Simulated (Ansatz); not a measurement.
Geometry optimisation, Ansatz, UKS PBE0/STO-3G.

input.yaml

```yaml
crystal:
  periodic: [false, false, false]
  atoms:
    - { symbol: O, position_ang: [1.5779, -1.916, 0.6697] }
    - { symbol: C, position_ang: [0.5165, -1.4056, 0.1751] }
    - { symbol: O, position_ang: [-0.5936, -1.9649, -0.4211] }
    - { symbol: C, position_ang: [-1.0011, -0.782, -0.5975] }
    - { symbol: C, position_ang: [-0.0531, -0.1189, -0.0518] }
    - { symbol: C, position_ang: [0.3634, 1.3305, 0.2666] }
    - { symbol: F, position_ang: [-0.5593, 2.1934, -0.1541] }
    - { symbol: H, position_ang: [-1.9707, -0.4357, -1.0524] }
    - { symbol: H, position_ang: [0.5016, 1.4819, 1.3846] }
    - { symbol: H, position_ang: [1.3014, 1.566, -0.216] }
magnetization:
  spin_polarized: true
basis:
  gaussian: { orbitals: STO-3G }
hamiltonian:
  xc: pbe0
relax:
  f_tol: 0.02
  max_steps: 40
```

Run as:

```bash
$ ansatz run input.yaml --threads 1 --pin off --max-ram 2048MiB --backend cpu --events-out ev --progress --plain --runs-dir out
```

Q: Where does it end, and by what steps?

A: The forces met the threshold. Limits of this set-up: minimal basis. After 8 steps the energy has fallen by 2.150 eV; O3 moved furthest, 0.12 Å. The start is strongly strained (largest force component 14 eV/Å).

```
step  energy less start (eV)  largest force component (eV/Å)  accepted
   0                  0.0000                          14.165       yes
   1                 -1.9261                           3.598       yes
   2                 -2.1241                           0.837       yes
   3                 -2.1246                           0.653       yes
   4                 -2.0669                           1.231        no
   5                 -2.1483                           0.165       yes
   6                 -2.1498                           0.095       yes
   7                 -2.1502                           0.039       yes
   8                 -2.1503                           0.015       yes
```

```xyz
10
Properties=species:S:1:pos:R:3
O 1.581 -2.006 0.677
C 0.596 -1.448 0.206
O -0.595 -2.086 -0.453
C -1.063 -0.721 -0.601
C -0.035 -0.063 -0.024
C 0.362 1.380 0.277
F -0.609 2.284 -0.172
H -2.021 -0.481 -1.080
H 0.519 1.493 1.379
H 1.348 1.596 -0.206
```

Whether the end is a true minimum wasn't checked by a vibrational analysis.

Run time: 45 s on 1 thread of Intel(R) Xeon(R) Platinum 8259CL CPU @ 2.50GHz (Skylake/Cascade Lake), on a shared host, peak memory 0.17 GiB.
